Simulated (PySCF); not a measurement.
Dipole moment (D) of eight silicon and germanium compounds: PBE beside ωB97X, computed with PySCF for isolated molecules in the bases named; differences from unrounded values. The eight are the first of their class met in an unordered collection, after screening for sound electronic states; none was chosen by its value, except that the dipole had to exceed 0.05 D. Each molecule has one DFT geometry for both levels.

```csv
molecule,basis,ωB97X
"C₄H₇FSi, SMILES F[C@]1([SiH3])C=CC1",def2-TZVP,1.85
"C2H6GeO2, SMILES C=C[O][GeH2][OH]",def2-TZVP,1.31
"aminosilylimino(oxo)methane (CH₄N₂OSi), SMILES N[SiH2]N=C=O",def2-TZVP,2.58
"ClH₃OS₂Si, SMILES S[Si](O)(Cl)S",def2-TZVP,1.79
"C3H6FNSi, SMILES C(C[SiH2]F)C#N",def2-TZVP,3.46
"C₃H₆FNSi, SMILES F[SiH2]N1C=CC1",def2-TZVP,1.66
"Ge2H6O, SMILES [GeH3][O][GeH3]",def2-TZVP,0.88
"C3H4F2Si, SMILES C#CC(F)(F)[SiH3]",def2-TZVP,2.38
```

**Question.** Estimate the PBE values and say how PBE differs from ωB97X over the set. (The exact figures need the calculation; the answer reports its results.)

**Answer.** 
```tsv
molecule	PBE	difference
C₄H₇FSi, SMILES F[C@]1([SiH3])C=CC1	1.69	-0.16
C2H6GeO2, SMILES C=C[O][GeH2][OH]	1.30	-0.01
aminosilylimino(oxo)methane (CH₄N₂OSi), SMILES N[SiH2]N=C=O	2.55	-0.03
ClH₃OS₂Si, SMILES S[Si](O)(Cl)S	1.71	-0.08
C3H6FNSi, SMILES C(C[SiH2]F)C#N	3.40	-0.05
C₃H₆FNSi, SMILES F[SiH2]N1C=CC1	1.60	-0.05
Ge2H6O, SMILES [GeH3][O][GeH3]	0.73	-0.15
C3H4F2Si, SMILES C#CC(F)(F)[SiH3]	2.13	-0.25
```
PBE lies below ωB97X in 8 and above it in 0 of the eight; the mean signed difference is -0.10 and the largest -0.25 D.
